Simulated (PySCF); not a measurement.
Ni⁺: excitation energy

Ni⁺ [Ar] 3d9 (2D) → Ni⁺ [Ar] 3d8 4p1 (high-spin determinant), as a difference of total energies. Calculation: PySCF 2.14, in x2c-TZVPPall; scalar relativity by spin-free X2C-1e. Correlated levels: valence: [Ar] frozen; valence and next inner shell: [Ne] frozen. The calculations carry no spin-orbit coupling.

```csv
method,excitation energy (cm⁻¹)
UHF,33978
LDA,58684
PBE,54236
PBE0,50682
MN15,60273
B2PLYP,52666
BP86,54309
HSE06,50528
MP2 (valence),55900
SCS-MP2 (valence),54508
MP2 (valence and next inner shell),61230
SCS-MP2 (valence and next inner shell),58363
```

A first-order spin-orbit estimate (lowest level to lowest level, LS coupling) adds -0.022 eV.

The basis was made for the ground configuration and has no added diffuse functions, so the excitation energy can come out too high.

The determinant of the upper state mixes LS terms, which raises its energy above the lowest term, most at the Hartree-Fock and MP2 levels.
